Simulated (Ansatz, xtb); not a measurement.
Stretching the C3–H4 bond in C2H3B (SMILES BC#C) (multiplicity 1 held, fragments rigid). Energies count from the point at 1.064 Å.
Geometry at that point (charge 0, multiplicity 1):
```xyz
6

B     -1.1934    -0.0518    -0.7150
C      0.0924     0.0040     0.0554
C      1.1293     0.0490     0.6766
H      2.0411     0.0886     1.2230
H     -1.9546     0.8608    -0.6666
H     -1.4500    -1.0086    -1.3734
```

R- and RO- levels are restricted; in cc, def2 and unpolarised 6-31G sets they are followed outwards from rest. Unrestricted levels (U-) break spin symmetry where that is lower. Curves can end on different states.

Frozen-core correlation.

The values were computed with Ansatz (an electronic-structure program) with Gaussian orbitals; xtb for the GFN methods. Each number belongs to the level named beside it. The GFN methods have no spin term and hold the electronic entropy of 300 K.

Energies in kcal/mol.

```csv
R (Å),GFN2-xTB,R-HF/cc-pVDZ,R-SCS-MP2/cc-pVDZ,U-SCS-MP2/cc-pVDZ,U-CCSD/cc-pVDZ
0.851,28.7,35.2,37.6,37.6,37.7
0.957,4.8,7.1,8.4,8.4,8.5
1.064,0.0,0.0,0.0,0.0,0.0
1.170,4.7,4.6,3.2,3.2,3.1
1.276,13.9,15.6,12.8,12.8,12.6
1.436,31.1,37.7,32.5,32.5,31.9
1.596,49.0,61.8,53.9,60.6,53.0
1.862,76.3,100.3,87.0,113.9,86.4
2.127,98.1,133.5,113.4,134.0,110.6
2.447,116.8,165.7,135.6,142.6,124.9
2.872,131.6,197.8,151.0,145.9,129.9
3.404,139.6,225.0,152.4,146.7,131.0
```

Doubts at one or more of the structures used: a restricted determinant that unrestricted orbitals would lower (R-HF/cc-pVDZ, R-SCS-MP2/cc-pVDZ); a spin-contaminated determinant (U-SCS-MP2/cc-pVDZ, U-CCSD/cc-pVDZ); T1 above 0.05 (U-CCSD/cc-pVDZ); the program's own flag: large difference (U-CCSD/cc-pVDZ).
